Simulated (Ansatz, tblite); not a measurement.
Removing and adding an electron: Si20H30, a nanocrystal cut from cubic silicon. Total charge 0; singlet. Geometry: PBE-D4/def2-SVP. Ansatz, gas phase; energy differences of separate SCF runs; the oxidised species was run as a doublet alone; the reduced species was run as a doublet alone.

```xyz
50

Si    0.626   -1.746   -2.301
Si   -0.188    1.821   -3.680
Si   -2.535   -1.516   -0.092
Si   -3.203    2.040   -1.572
Si    3.508    0.871   -1.956
Si    0.875   -2.392    1.500
Si    3.745    0.256    1.673
Si    0.209    1.139    0.180
Si   -2.934    1.339    2.548
Si    0.318    0.502    4.068
Si   -0.318   -0.503   -4.067
Si    2.935   -1.340   -2.548
Si   -0.208   -1.140   -0.180
Si   -0.874    2.392   -1.499
Si   -3.745   -0.254   -1.673
Si   -3.509   -0.871    1.955
Si    2.536    1.516    0.092
Si    3.204   -2.039    1.572
Si    0.187   -1.821    3.681
Si   -0.626    1.745    2.302
H     0.356   -3.216   -2.531
H     1.213    2.295   -3.963
H    -1.112    2.523   -4.648
H    -2.802   -2.986   -0.325
H    -3.728    2.715   -2.817
H    -3.896    2.665   -0.389
H     3.116    1.802   -3.073
H     5.008    0.955   -1.796
H     0.605   -3.862    1.265
H     5.215    0.419    1.362
H     3.518    0.760    3.074
H    -3.757    2.302    1.733
H    -3.284    1.555    4.001
H     1.754    0.886    4.310
H    -0.459    0.828    5.321
H     0.459   -0.828   -5.321
H    -1.754   -0.888   -4.309
H     3.283   -1.556   -4.002
H     3.758   -2.304   -1.734
H    -0.603    3.861   -1.265
H    -3.519   -0.757   -3.074
H    -5.214   -0.417   -1.360
H    -5.008   -0.954    1.794
H    -3.118   -1.804    3.072
H     2.802    2.987    0.323
H     3.896   -2.662    0.389
H     3.730   -2.714    2.817
H     1.109   -2.525    4.649
H    -1.215   -2.295    3.961
H    -0.356    3.215    2.532
```

The xTB rows come from tblite. Single mean-field runs in def2-SVP are fitted with def2-universal-jkfit. HOMO above LUMO, or a gap near zero within one spin, warns that the state may not be the lowest or that an electron is smeared out.

```json
{"level": "GFN1-xTB", "−HOMO (eV)": "11.24", "vertical IE (eV)": "12.45", "−LUMO (eV)": "8.75", "vertical EA (eV)": "7.35", "HOMO–LUMO gap (eV)": "2.49", "IE − EA (eV)": "5.10", "remarks": "–"}
{"level": "PBE-D4/def2-SVP", "−HOMO (eV)": "6.31", "vertical IE (eV)": "–", "−LUMO (eV)": "2.18", "vertical EA (eV)": "0.89", "HOMO–LUMO gap (eV)": "4.14", "IE − EA (eV)": "–", "remarks": "HOMO above zero (-1 doublet), gap within one spin near zero (-1 doublet)"}
{"level": "r2SCANh-D4/def2-SVP", "−HOMO (eV)": "6.93", "vertical IE (eV)": "8.24", "−LUMO (eV)": "1.88", "vertical EA (eV)": "0.72", "HOMO–LUMO gap (eV)": "5.05", "IE − EA (eV)": "7.53", "remarks": "HOMO above zero (-1 doublet)"}
```

Estimate the rows for GFN2-xTB, PBE0-D4/def2-SVP.


```csv
level,−HOMO (eV),vertical IE (eV),−LUMO (eV),vertical EA (eV),HOMO–LUMO gap (eV),IE − EA (eV),remarks
GFN2-xTB,9.01,10.34,6.09,4.66,2.92,5.67,–
PBE0-D4/def2-SVP,7.29,8.37,1.53,0.65,5.76,7.72,HOMO above zero (-1 doublet)
```

Relaxing the reduced species (PBE-D4/def2-SVP) changes its energy by -0.14 eV at PBE-D4/def2-SVP, so the adiabatic electron affinity to this nearest minimum is 1.03 eV. At PBE0-D4/def2-SVP it is 0.77 eV. The highest occupied level of the relaxed charge -1 doublet lies above zero (up to 0.28 eV). By energy differences its removal costs 1.03 eV (each at its own geometry, to the charge 0 singlet, at PBE-D4/def2-SVP); self-interaction error and the lack of diffuse functions both raise the level.  Run but left out: PBE-D4/def2-SVP (charge +1 doublet: an occupied level 0.03 eV above an empty one).   A HOMO above zero means that the electron is unbound at that level or that self-interaction error raises the level; the energy of removing that electron tells which. Raw xTB energy differences between charge states are shifted by several eV; the methods need an empirical correction for them. Sets without diffuse functions give affinities that are too small.
